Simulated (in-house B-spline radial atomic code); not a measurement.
Configurations of the indium ion In⁶⁺, with energies counted from [Kr] 4d7. All numbers are computed (scalar-relativistic (X2C) LC-wPBE, spin-polarised, spherical fractional occupations, exact exchange averaged over the configuration; Fermi nucleus of rms radius 4.6156 fm) with an all-electron radial atomic-structure program (B-spline basis), not measured. Shells without spins written out take the highest spin.

Occupations are held fixed; configurations that lie above the ionisation limit could autoionise.

```
            configuration  E - E(ref) (eV)  highest orbital  its <r> (bohr)
             [Kr] 4d6 5s1           29.621            5s up           1.833
    [Ar] 3d10 4s2 4p5 4d8           63.334          4d down            1.04
[Ar] 3d10 4s2 4p5 4d7 5f1           141.13            5f up           3.341
```

Problem. Order these further configurations by energy, lowest first.
A. [Ar] 3d10 4s2 4p5 4d7 5d1
B. [Ar] 3d10 4s2 4p5 4d7 5p1
C. [Kr] 4d6 4f1

Solution. C (55.948 eV), B (106.04 eV), A (123.98 eV).
